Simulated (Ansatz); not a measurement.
Steps of a relaxation of C$_{2}$H$_{3}$BClF, SMILES `F[C@H]1B[C@@H]1Cl` with RKS PBE-D4/def2-SVP.

```sh
$ ansatz run in.yaml --threads 2 --pin off --events-out ev --progress --plain --max-ram 4352MiB
```

```yaml
crystal:
  periodic: [false, false, false]
  atoms:
    - {symbol: F, position_ang: [-0.851700, -0.361200, 1.706500]}
    - {symbol: C, position_ang: [-0.323000, 0.390000, 0.659200]}
    - {symbol: B, position_ang: [0.989600, -0.310100, 0.095600]}
    - {symbol: C, position_ang: [-0.329600, -0.263600, -0.649600]}
    - {symbol: Cl, position_ang: [-0.390700, 0.821000, -2.061700]}
    - {symbol: H, position_ang: [-0.299600, 1.518100, 0.696700]}
    - {symbol: H, position_ang: [2.186200, -0.616400, 0.197800]}
    - {symbol: H, position_ang: [-0.888900, -1.234900, -0.700200]}
basis:
  gaussian: {orbitals: def2-SVP}
hamiltonian: {xc: pbe, dispersion: d4}
relax: {f_tol: 0.03, max_steps: 200}
```

Positions (Å) and forces (eV/Å) along the path, 14 of 14 steps:

```xyz
8
step=1 energy=-18016.3348 eV
F    -0.852   -0.361    1.706   -0.531    0.620   -0.132
C    -0.323    0.390    0.659    1.821    0.454    1.401
B     0.990   -0.310    0.096    1.143    0.438    0.472
C    -0.330   -0.264   -0.650   -0.778   -1.301   -1.504
Cl   -0.391    0.821   -2.062   -0.138   -0.096   -0.228
H    -0.300    1.518    0.697   -0.615   -0.723    0.370
H     2.186   -0.616    0.198   -0.855    0.127   -0.101
H    -0.889   -1.235   -0.700   -0.047    0.481   -0.279
8
step=2 energy=-18016.5601 eV
F    -0.936   -0.327    1.682    0.284    0.532   -0.214
C    -0.237    0.384    0.698   -0.058    0.042    0.698
B     1.046   -0.301    0.088    0.172    0.080    0.442
C    -0.302   -0.269   -0.646   -0.193   -0.474   -0.823
Cl   -0.415    0.793   -2.076   -0.066   -0.018   -0.118
H    -0.361    1.498    0.728   -0.032   -0.461    0.192
H     2.207   -0.632    0.167   -0.163    0.063   -0.084
H    -0.909   -1.202   -0.697    0.057    0.234   -0.094
8
step=3 energy=-18016.6006 eV
F    -0.925   -0.299    1.709    0.157    0.224   -0.248
C    -0.233    0.376    0.705   -0.158   -0.140    0.362
B     1.044   -0.301    0.103   -0.106    0.063    0.099
C    -0.299   -0.277   -0.667    0.007   -0.063   -0.157
Cl   -0.417    0.776   -2.106   -0.028   -0.009    0.018
H    -0.359    1.478    0.764    0.041   -0.094   -0.018
H     2.200   -0.617    0.169    0.063   -0.011   -0.040
H    -0.918   -1.193   -0.733    0.025    0.029   -0.018
8
step=4 energy=-18016.6056 eV
F    -0.935   -0.283    1.707    0.045    0.086   -0.060
C    -0.233    0.373    0.709   -0.142   -0.230    0.153
B     1.043   -0.304    0.111   -0.004    0.032   -0.008
C    -0.295   -0.282   -0.670    0.034    0.120   -0.022
Cl   -0.430    0.779   -2.101   -0.003   -0.022   -0.005
H    -0.348    1.472    0.765    0.041    0.037   -0.056
H     2.203   -0.614    0.167    0.023   -0.008   -0.017
H    -0.912   -1.198   -0.743    0.006   -0.015    0.015
8
step=5 energy=-18016.6085 eV
F    -0.945   -0.276    1.713   -0.137   -0.025    0.083
C    -0.240    0.360    0.719    0.080    0.048   -0.074
B     1.041   -0.304    0.117    0.000    0.010   -0.036
C    -0.293   -0.275   -0.669   -0.010   -0.058    0.036
Cl   -0.428    0.779   -2.100   -0.046    0.041   -0.039
H    -0.341    1.463    0.753    0.052    0.016    0.034
H     2.203   -0.609    0.153    0.021    0.000    0.012
H    -0.905   -1.195   -0.740    0.042   -0.031   -0.016
8
step=6 energy=-18016.6139 eV
F    -0.973   -0.261    1.711   -0.139   -0.025    0.122
C    -0.244    0.352    0.724    0.085   -0.033   -0.170
B     1.040   -0.305    0.122    0.023   -0.042   -0.046
C    -0.290   -0.274   -0.671    0.024    0.079    0.104
Cl   -0.450    0.782   -2.097   -0.056    0.034   -0.072
H    -0.312    1.459    0.755    0.028    0.006    0.020
H     2.205   -0.605    0.149   -0.004    0.012    0.028
H    -0.884   -1.205   -0.748    0.039   -0.032    0.014
8
step=7 energy=-18016.6297 eV
F    -1.145   -0.169    1.702    0.359    0.203   -0.212
C    -0.262    0.297    0.754   -0.128   -0.021   -0.574
B     1.041   -0.318    0.149    0.010   -0.168   -0.061
C    -0.266   -0.251   -0.684   -0.113    0.438    0.517
Cl   -0.601    0.803   -2.091   -0.039   -0.143    0.020
H    -0.146    1.426    0.761   -0.124   -0.544    0.100
H     2.220   -0.589    0.132   -0.120    0.042    0.146
H    -0.749   -1.255   -0.780    0.155    0.193    0.065
8
step=8 energy=-18016.6455 eV
F    -1.083   -0.201    1.701    0.006    0.114   -0.013
C    -0.261    0.317    0.734    0.091   -0.010   -0.193
B     1.037   -0.316    0.134    0.040   -0.064   -0.003
C    -0.278   -0.248   -0.681    0.003    0.300    0.119
Cl   -0.575    0.793   -2.104   -0.078   -0.083   -0.025
H    -0.183    1.441    0.773   -0.073   -0.399   -0.014
H     2.211   -0.600    0.159   -0.087    0.013    0.052
H    -0.775   -1.242   -0.772    0.098    0.129    0.079
8
step=9 energy=-18016.6783 eV
F    -1.127   -0.160    1.693   -0.174   -0.110    0.057
C    -0.269    0.294    0.735    0.258    0.304   -0.258
B     1.035   -0.318    0.135   -0.166    0.018    0.007
C    -0.267   -0.192   -0.694   -0.023   -0.032    0.151
Cl   -0.679    0.760   -2.140   -0.080    0.078   -0.005
H    -0.117    1.407    0.817   -0.002   -0.273   -0.085
H     2.195   -0.622    0.188    0.073   -0.043    0.031
H    -0.680   -1.227   -0.789    0.113    0.058    0.101
8
step=10 energy=-18016.6858 eV
F    -1.173   -0.136    1.655   -0.085   -0.114    0.074
C    -0.267    0.283    0.725    0.194    0.418   -0.232
B     1.040   -0.325    0.137   -0.159    0.132   -0.020
C    -0.250   -0.151   -0.703   -0.113   -0.257    0.064
Cl   -0.798    0.768   -2.132    0.082   -0.065    0.140
H    -0.066    1.387    0.810   -0.038   -0.165    0.057
H     2.189   -0.659    0.230    0.068   -0.079   -0.015
H    -0.583   -1.223   -0.777    0.051    0.130   -0.067
8
step=11 energy=-18016.6931 eV
F    -1.155   -0.152    1.659   -0.019   -0.001    0.055
C    -0.264    0.301    0.723    0.019   -0.016   -0.055
B     1.038   -0.317    0.135   -0.037    0.039   -0.004
C    -0.260   -0.166   -0.696    0.055    0.059   -0.069
Cl   -0.762    0.767   -2.132    0.012   -0.065    0.085
H    -0.089    1.402    0.816   -0.033   -0.041   -0.024
H     2.187   -0.662    0.215    0.002   -0.035   -0.003
H    -0.602   -1.229   -0.776    0.001    0.061    0.015
8
step=12 energy=-18016.6945 eV
F    -1.148   -0.158    1.661   -0.013   -0.005    0.004
C    -0.262    0.303    0.721    0.020    0.020    0.028
B     1.042   -0.314    0.136    0.000    0.020    0.004
C    -0.253   -0.161   -0.697   -0.036    0.011   -0.092
Cl   -0.764    0.765   -2.130    0.011   -0.028    0.055
H    -0.107    1.405    0.808    0.008    0.011    0.005
H     2.187   -0.677    0.217   -0.017   -0.015    0.001
H    -0.602   -1.221   -0.772    0.027   -0.013   -0.005
8
step=13 energy=-18016.6954 eV
F    -1.150   -0.154    1.660    0.004   -0.009   -0.009
C    -0.263    0.306    0.721    0.019   -0.004    0.030
B     1.041   -0.310    0.136    0.008    0.003    0.019
C    -0.250   -0.154   -0.698   -0.042    0.013   -0.055
Cl   -0.780    0.761   -2.128    0.009   -0.001    0.018
H    -0.106    1.407    0.811    0.000    0.020   -0.011
H     2.180   -0.693    0.220   -0.013   -0.005    0.000
H    -0.579   -1.221   -0.778    0.014   -0.017    0.007
8
step=14 energy=-18016.6958 eV
F    -1.147   -0.155    1.662    0.012    0.001   -0.007
C    -0.261    0.310    0.722   -0.003   -0.002    0.006
B     1.041   -0.308    0.137    0.009    0.016    0.023
C    -0.250   -0.149   -0.699   -0.008   -0.011   -0.027
Cl   -0.789    0.763   -2.125   -0.001   -0.001    0.005
H    -0.115    1.413    0.806    0.004    0.002    0.004
H     2.172   -0.710    0.222   -0.005   -0.004   -0.001
H    -0.559   -1.222   -0.780   -0.006    0.000   -0.003
```

Run time 20 s (2 threads of an Arm Neoverse V2 on a shared host); peak host memory 0.15 GiB.
